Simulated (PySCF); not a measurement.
Compound: C4H3FN3 (charge +1).
Numbering: `[N:1]#[C:2][c:3]1[nH:4][cH:5][nH+:6][c:7]1[F:8]` (hydrogens: H9 on N4; H10 on C5; H11 on N6)

Level: CAM-B3LYP/def2-SVPD in PySCF, non-relativistic, on one gas-phase PBE0-D3(BJ)/def2-SVP geometry that isn't relaxed in the solvent. The solvent is an IEF-PCM continuum (van der Waals radii × 1.2), and excitations are vertical TDDFT with non-equilibrium linear response and a frozen core. Specific hydrogen bonds and non-electrostatic terms are outside this model.

Gas-phase singlets (H = HOMO, L = LUMO):

| state | E (eV) | λ (nm) | f | leading configurations |
| --- | --- | --- | --- | --- |
| S1 | 5.792 | 214 | 0.241 | H→L 95% |
| S2 | 6.417 | 193 | 0.001 | H→L+2 34%, H→L+3 29%, H-1→L 9% |
| S3 | 6.466 | 192 | 0.107 | H→L+1 79%, H-3→L 8% |
| S4 | 6.689 | 185 | 0.000 | H-1→L 47%, H-1→L+1 32%, H→L+2 9% |
| S5 | 7.724 | 161 | 0.013 | H-2→L 57%, H-2→L+1 34% |

**Question.** Give the list for chloroform (ε = 4.711), n² = 2.09.

**Answer.** 
```csv
state,E (eV),λ (nm),f,leading configurations,change by rank (eV)
S1,5.945,209,0.396,H→L 95%,+0.153
S2,6.299,197,0.000,H→L+2 86%,-0.118
S3,6.523,190,0.098,"H→L+1 86%, H-1→L 8%",+0.057
S4,7.096,175,0.000,"H-2→L 75%, H-2→L+1 18%",+0.407
S5,7.732,160,0.000,"H→L+3 82%, H→L+4 12%",+0.008
```

**Question.** Give the list for acetonitrile (ε = 35.69), n² = 1.81.

**Answer.** 
| state | E (eV) | λ (nm) | f | leading configurations | change by rank (eV) |
| --- | --- | --- | --- | --- | --- |
| S1 | 5.997 | 207 | 0.404 | H→L 94% | +0.205 |
| S2 | 6.211 | 200 | 0.000 | H→L+2 89% | -0.206 |
| S3 | 6.590 | 188 | 0.078 | H→L+1 87%, H-1→L 9% | +0.124 |
| S4 | 7.234 | 171 | 0.000 | H-2→L 82%, H-2→L+1 11% | +0.545 |
| S5 | 7.688 | 161 | 0.001 | H→L+3 88% | -0.036 |

**Question.** How do the frontier levels move from gas to acetonitrile?

**Answer.** 
| orbital | gas (eV) | solvent (eV) | change (eV) | Löwdin shares, gas | Löwdin shares, solvent |
| --- | --- | --- | --- | --- | --- |
| LUMO+2 | -3.81 | 0.45 | +4.26 | H9 18 %, C5 16 %, N1 11 %, C2 11 % | N1 37 %, C2 30 %, C3 12 %, N4 6 % |
| LUMO+1 | -4.78 | -0.07 | +4.71 | C7 28 %, N6 17 %, C3 14 %, N1 12 % | N6 24 %, C5 21 %, C7 19 %, N4 10 % |
| LUMO | -5.64 | -0.90 | +4.74 | C5 32 %, N4 23 %, N6 13 %, C3 10 % | C5 18 %, N1 16 %, N4 16 %, C2 14 % |
| HOMO | -14.25 | -9.81 | +4.44 | N1 21 %, C3 19 %, C7 16 %, C2 13 % | C3 24 %, C7 18 %, C5 14 %, N1 14 % |
| HOMO-1 | -16.05 | -12.07 | +3.98 | N1 48 %, C2 42 %, C3 5 % | N4 32 %, N6 26 %, N1 11 %, C2 9 % |
| HOMO-2 | -16.45 | -12.37 | +4.08 | N1 82 %, C2 16 % | N1 49 %, C2 40 %, C3 5 % |
| HOMO-3 | -16.58 | -13.16 | +3.42 | C2 24 %, N1 23 %, N4 20 %, C3 8 % | N1 81 %, C2 17 % |

The HOMO–LUMO gap goes from 8.61 to 8.91 eV. Rows go by rank; for HOMO-3, HOMO-2, HOMO-1, HOMO, LUMO, LUMO+1 and LUMO+2 the atom shares or the degeneracy differ between the runs, so the row needn't follow one orbital.

The run took about 60 s of CPU time (one thread, shared machine). This is the whole response run at CAM-B3LYP/def2-SVPD in acetonitrile, SCF included.
